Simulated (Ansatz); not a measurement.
Consider the atomization: `C[O][In]([SH])[O]C` → 2 C• + 7 H• + In• + 2 O• + S•.

Calculated with Ansatz (gas phase, PBE0-D4/def2-TZVP geometries, no zero-point term in ΔE). CBS: MP2 limit from def2 TZ/QZ plus the TZ coupled-cluster correction, frozen cores. This one scheme is used for every species, atoms too. DFT in def2-TZVPP. Open shells (•) are unrestricted, without spin–orbit coupling. Spin–orbit coupling would lower the free atoms: a little for C, O, S; strongly for In. def2 core potentials past Kr. For In outer-core shells are correlated without core-valence functions, so the limit isn't a true one: a few kJ/mol of doubt a bond, and 10 to 20 or more in all where bonds break to atoms. One conformer a species, not always the lowest.

(1) What is ΔE at CCSD(T)/CBS? (An estimate is asked.)

(2) What do these levels give: B97M-V, ωB97M-V, r2SCAN0, LC-ωPBE, CCSD(T)/def2-SVP, SCS-MP2/def2-QZVPP? (Best estimate.)

Largest T1 diagnostic among the species: 0.016.

## Answers

(1) Ansatz gave: +46.92 eV.

(2) Computed: B97M-V 46.76, ωB97M-V 46.78, r2SCAN0 45.71, LC-ωPBE 46.48, CCSD(T)/def2-SVP 43.84, SCS-MP2/def2-QZVPP 46.91 eV.

The D4 term adds +0.44 eV with B3LYP and +0.24 eV with PBE0; it sums over pairs of atoms, weighted by their polarisabilities, and B3LYP, whose exchange is more repulsive, gets the larger term. Leaving LDA and LC-ωPBE aside and taking each functional with its dispersion term where it has one, the values, not all of them listed here, spread over 2.85 eV, from BHLYP-D4 to PBE-D4. LDA lies +6.72 eV from PBE without D4, its usual overbinding. In def2-TZVPP, CCSD(T) changes the Hartree–Fock value by +13.03 eV (the triples alone add +0.84 eV) and MP2 by +13.83 eV; breaking electron pairs costs correlation energy, which Hartree–Fock lacks.

B3LYP here is the variant with VWN-RPA as its local correlation; programs differ in this.

For atomizations the MP2-based limit and the directly extrapolated one differ by several kJ/mol either way, and by 10 to 25 for some Ge, Se and Sn compounds, so smaller differences from it don't rank the levels.
